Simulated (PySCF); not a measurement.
Question: What does the PBE0-D3(BJ)/def2-SVP structure of `[F][Ge@H]([Cl])[NH][GeH3]` look like in three dimensions?

Answer: 
Z-matrix in Å and degrees, rows numbered from 1:
```
F 
Ge  1  1.7388
Cl  2  2.1460  1  105.29
N   2  1.7907  1  111.45  3  -114.03
Ge  4  1.8533  2  127.06  1    95.37
H   2  1.5271  1  105.61  3   118.92
H   4  1.0155  2  116.36  1   -75.48
H   5  1.5366  4  109.87  2    68.58
H   5  1.5371  4  110.56  2   -53.21
H   5  1.5381  4  104.71  2  -172.56
```

Ge2 (germanium bonded to Cl, F, N and H) is distorted tetrahedral (angles from 105.3° to 116.2°). The Ge–N distances run from 1.791 Å (Ge2–N4, drawn single) to 1.853 Å (N4–Ge5, drawn single), a spread of 0.062 Å. N4 (nitrogen bonded to 2 Ge and H) is planar (angles 127.1°, 116.4° and 116.0°, sum 359.4°, 0.06 Å off the plane of its three neighbours). Ge5 (germanium bonded to N and 3 H) is distorted tetrahedral (angles from 104.7° to 110.8°).

The calculation used PBE0-D3(BJ)/def2-SVP geometry optimisation, gas phase in PySCF 2.14.0.

Point group: C1 (no symmetry element, even within 0.4 Å). Not checked by PBE0-D3(BJ)/def2-SVP frequencies. One conformer, not necessarily the lowest (F1–Ge2–N4–Ge5 95°).

The run took 2.9 min of wall time on an Arm Neoverse V2 with one thread, no GPU, shared host with 96 logical CPUs at a one-minute load of 35, and the process peaked at 0.60 GiB of memory. These figures are those of the optimisation.
